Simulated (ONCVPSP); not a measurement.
# Configuration tests for Ta (Z = 73) (ONCV)

Ta, optimised norm-conserving Vanderbilt (ONCV), made with ONCVPSP 4.0.1 (PBE, non-relativistic). Core [Kr] 4d10 4f14, reference 5s2 5p6 5d3 6s1 6p1. Waves: 5s+6s: rc 2.25 bohr, ncon 4, nbas 8, qcut 5.9 1/bohr, 2 projectors; 5p+6p: rc 2.55 bohr, ncon 4, nbas 8, qcut 6.4 1/bohr, 2 projectors; 5d: rc 2.05 bohr, ncon 4, nbas 8, qcut 3.9 1/bohr, local. Local part: the d channel. Core correction: Teter function, fcfact 3.25, rcfact 1.06.

Energies are relative to the spin-unpolarised reference configuration 5s2 5p6 5d3 6s1 6p1; without spin polarisation the order of configurations can differ from experiment. Not all tests gave a result: 1 of 4 tests not solved or not reliable.

| valence configuration | charge | ΔE all-electron (eV) | error AE − PS (meV) |
| --- | --- | --- | --- |
| 5s2 5p6 5d3 6s2 6p0 | 0 | -3.168 | -0.1 |
| 5s2 5p6 5d3 6s1 6p0 | +1 | 4.222 | +0.3 |
| 5s2 5p6 5d3 6s0 6p0 | +2 | 17.611 | +3.5 |

Levels in the configuration 5s2 5p6 5d3 6s2 6p0:

```
level  all-electron (eV)  pseudo (eV)
   5s            -60.364      -60.335
   5p            -37.290      -37.277
   5d             -4.768       -4.768
   6s             -4.596       -4.595
```

Note: ghosts flagged at negative energy: s at -309.5 eV; GHOST(+) flagged for p at 326.3 eV, s at 462.9 eV. A true bound ghost makes a file unfit for plane-wave use.
